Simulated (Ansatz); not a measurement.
H₃AlO₃, charge -1, doublet, geometry from GFN2-xTB (such geometries of metal compounds can be far from the true shape) (a state made from the parent by changing its charge; the spin is typed, not shown lowest) (a gas-phase anion, which may not be bound at this level). Base run: PBE/6-31G* in Ansatz (a quantum-chemistry and plane-wave program).

Input for Ansatz:
Ansatz 0.2 input:
```yaml
crystal:
  periodic: [false, false, false]
  atoms:
    - {symbol: Al, position_ang: [0.00000000, 0.00000000, -0.00000000]}
    - {symbol: O, position_ang: [-1.32813620, -1.13102725, -0.12535113]}
    - {symbol: H, position_ang: [-2.05405656, -1.74921362, -0.19386438]}
    - {symbol: O, position_ang: [-0.05426324, 1.51302187, -0.87561501]}
    - {symbol: H, position_ang: [-0.08392194, 2.33999532, -1.35420053]}
    - {symbol: O, position_ang: [1.38239944, -0.38199462, 1.00096613]}
    - {symbol: H, position_ang: [2.13797850, -0.59078169, 1.54806491]}
basis:
  gaussian:
    orbitals: 6-31G*
hamiltonian:
  xc: pbe
total_charge: -1
magnetization: {spin_polarized: true, initial_magnetization: 1}
```

The bond that is stretched is that between atoms 3 and 2. A test that says stable can miss a lower solution.

Each row names what was changed in the base input (with any setting that the change needs).

| change | ΔE vs base (eV) | <S^2> | stability test says |
|---|---|---|---|
| base | 0.00 | 0.753 | minimum |
| spin_polarized = on; lower_state_search = off | 0.00 | 0.753 | undecided (no full test) |
| spin_polarized = on; lower_state_search = standard | 0.00 | 0.753 | minimum |
| bond × 1.25 | 0.54 | 0.754 | minimum |
| spin_polarized = on; lower_state_search = off; bond × 1.25 | 0.54 | 0.754 | undecided (no full test) |
| spin_polarized = on; lower_state_search = standard; bond × 1.25 | 0.54 | 0.754 | minimum |
| bond × 1.5 | 1.12 | 0.757 | minimum |
| spin_polarized = on; lower_state_search = off; bond × 1.5 | 1.12 | 0.757 | undecided (no full test) |
| spin_polarized = on; lower_state_search = standard; bond × 1.5 | 1.12 | 0.757 | minimum |
| bond × 1.8 | 1.37 | 0.754 | minimum |
| spin_polarized = on; lower_state_search = off; bond × 1.8 | 1.37 | 0.754 | undecided (no full test) |
| spin_polarized = on; lower_state_search = standard; bond × 1.8 | 1.37 | 0.754 | minimum |
| bond × 2.2 | 1.49 | 0.751 | minimum |
| spin_polarized = on; lower_state_search = off; bond × 2.2 | 1.49 | 0.751 | undecided (no full test) |
| spin_polarized = on; lower_state_search = standard; bond × 2.2 | 1.49 | 0.751 | minimum |
| bond × 3.0 | 1.63 | 0.750 | minimum |
| spin_polarized = on; lower_state_search = off; bond × 3.0 | 1.63 | 0.750 | undecided (no full test) |
| spin_polarized = on; lower_state_search = standard; bond × 3.0 | 1.63 | 0.750 | minimum |

A gas-phase anion may not be bound at this level; its values then depend on the basis.

On stretching, the SCF can end on different states; <S^2> shows the spin contamination of each.
